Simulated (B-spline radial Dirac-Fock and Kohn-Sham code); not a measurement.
# Elastic electron scattering at 200 keV, Ca to Cd

Level of theory: relativistic (Dirac) partial waves in the static field of the Dirac-Fock atom with Furness-McCarthy exchange, without polarisation or absorption potentials; a radial atomic solver. σ_tr1 and σ_tr2 weight the cross section with 1 − P₁ and 1 − P₂ of cos θ; "backward" is the share scattered beyond 90°.

| Z | element | σ (a₀²) | σ_tr1 (a₀²) | σ_tr2 (a₀²) | backward (%) | dσ/dΩ at 90° (a₀²/sr) |
| --- | --- | --- | --- | --- | --- | --- |
| 20 | Ca | 0.133 | 0.000119 | 0.000317 | 0.0044 | 2.17e-06 |
| 21 | Sc | 0.137 | 0.000131 | 0.000349 | 0.0048 | 2.41e-06 |
| 22 | Ti | 0.140 | 0.000144 | 0.000382 | 0.0052 | 2.67e-06 |
| 23 | V | 0.141 | 0.000157 | 0.000416 | 0.0057 | 2.94e-06 |
| 24 | Cr | 0.131 | 0.000170 | 0.000451 | 0.0067 | 3.23e-06 |
| 25 | Mn | 0.143 | 0.000184 | 0.000488 | 0.0067 | 3.54e-06 |
| 26 | Fe | 0.143 | 0.000199 | 0.000526 | 0.0073 | 3.87e-06 |
| 27 | Co | 0.144 | 0.000214 | 0.000565 | 0.0079 | 4.21e-06 |
| 28 | Ni | 0.144 | 0.000229 | 0.000605 | 0.0086 | 4.58e-06 |
| 29 | Cu | 0.134 | 0.000245 | 0.000646 | 0.010 | 4.96e-06 |
| 30 | Zn | 0.144 | 0.000262 | 0.000689 | 0.010 | 5.36e-06 |
| 31 | Ga | 0.159 | 0.000279 | 0.000733 | 0.0099 | 5.78e-06 |
| 32 | Ge | 0.170 | 0.000297 | 0.000780 | 0.0099 | 6.23e-06 |
| 33 | As | 0.180 | 0.000316 | 0.000827 | 0.010 | 6.70e-06 |
| 34 | Se | 0.189 | 0.000335 | 0.000876 | 0.010 | 7.19e-06 |
| 35 | Br | 0.196 | 0.000354 | 0.000926 | 0.011 | 7.70e-06 |
| 36 | Kr | 0.203 | 0.000375 | 0.000978 | 0.011 | 8.24e-06 |
| 37 | Rb | 0.240 | 0.000396 | 0.00103 | 0.010 | 8.80e-06 |
| 38 | Sr | 0.271 | 0.000418 | 0.00109 | 0.0094 | 9.39e-06 |
| 40 | Zr | 0.293 | 0.000463 | 0.00120 | 0.0099 | 1.07e-05 |
| 41 | Nb | 0.286 | 0.000486 | 0.00126 | 0.011 | 1.13e-05 |
| 42 | Mo | 0.291 | 0.000510 | 0.00132 | 0.011 | 1.20e-05 |
| 43 | Tc | 0.308 | 0.000534 | 0.00138 | 0.011 | 1.28e-05 |
| 44 | Ru | 0.298 | 0.000559 | 0.00144 | 0.012 | 1.35e-05 |
| 45 | Rh | 0.300 | 0.000585 | 0.00150 | 0.013 | 1.43e-05 |
| 46 | Pd | 0.288 | 0.000611 | 0.00157 | 0.014 | 1.52e-05 |
| 47 | Ag | 0.304 | 0.000637 | 0.00163 | 0.015 | 1.60e-05 |
| 48 | Cd | 0.319 | 0.000665 | 0.00170 | 0.015 | 1.69e-05 |

Values without a named source are computed, but for edge energies of neutral atoms, which are taken from tables.
